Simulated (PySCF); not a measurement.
Vertical excitations of a molecule C4H5NO from TDA-LC-ωPBE/def2-SVPD (PySCF), as energy in eV (oscillator strength): 5.22 (0.117), 5.33 (0.003), 6.75 (0.000), 7.62 (0.006), 7.76 (0.000), 7.91 (0.028), 8.08 (0.022), 8.32 (0.002), 8.42 (0.000), 8.50 (0.003). Lowest triplet (TDA): 3.03 eV. The structure is a stationary point at B3LYP-D3(BJ)/def2-SVP. The geometry has at least one imaginary mode, so it is a saddle point at that level. One conformer was computed; it need not be the lowest.

**Question.** Identify the compound among the candidates.
(A) C=C1COC=N1
(B) C1=CN=COC1
(C) C[C@H](C#N)C=O
(D) N#CCCC=O

**Answer.** B, C1=CN=COC1
